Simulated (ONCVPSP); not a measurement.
Hf (Z = 72), ONCV: configuration errors across variants

- Element: hafnium (Hf)
- Generator: ONCVPSP 4.0.1
- Type: optimised norm-conserving Vanderbilt (ONCV)
- Functional: PBE
- Relativity: scalar-relativistic
- Frozen core: [Xe] 4f14
- Valence charge: 4
- Reference configuration: 5d2 6s2
- Partial waves: 6s: rc 2.25 bohr, ncon 3, nbas 6, qcut 3.2 1/bohr, 2 projectors, debl 1.5 Ha; p scattering state at 0.08 Ha: rc 2.80 bohr, ncon 5, nbas 8, qcut 2.8 1/bohr, 1 projector; 5d: rc 2.75 bohr, ncon 3, nbas 7, qcut 6.3 1/bohr, 2 projectors, debl 3.1 Ha
- Local potential: polynomial inside 1.55 bohr (lpopt 5, dvloc0 0 Ha)
- Core correction: none

In the p channel the program set the typed energies aside and used 0.050 Ha.

All-electron excitation energies from the reference (eV): (1) 5d2 6s1 7.977; (2) 5d2 6s0 22.157; (3) 5d2 6s1 6p1 3.826.

3 further variants failed, have other tests or too few solved ones, and are left out.

A true bound ghost makes a file unfit for plane-wave use even where its test errors are small: the radial tests pick states by their node count and pass the ghost by.

Errors AE − PS in meV (a dash: test not solved or not reliable):

```csv
change,(1),(2),(3),bound ghosts,GHOST(+) flags above zero
base,+5.3,+143,+6.3,"s, p",none
s: qcut 2.1; p: qcut 1.9; d: qcut 4.2,+7.6,+143,+5.5,"s, p",none
s: qcut 2.3; p: qcut 2; d: qcut 4.5,+7.0,+145,+5.9,"s, p",none
s: qcut 3; p: qcut 2.6; d: qcut 5.8,+5.8,+144,+6.4,"s, p",none
d: qcut 6.2,+5.4,+143,+6.3,"s, p",none
s: qcut 3.4; p: qcut 3; d: qcut 6.7,+5.2,+143,+6.2,"s, p",d
s: qcut 3.7; p: qcut 3.3; d: qcut 7.3,+5.1,+142,+5.9,"s, p",none
```

(1) Give the same row for: s: qcut 2.6; p: qcut 2.3; d: qcut 5.1.

Answers

(1) +6.7, +146, +6.4; bound ghosts: s, p; GHOST(+) flags above zero: none.
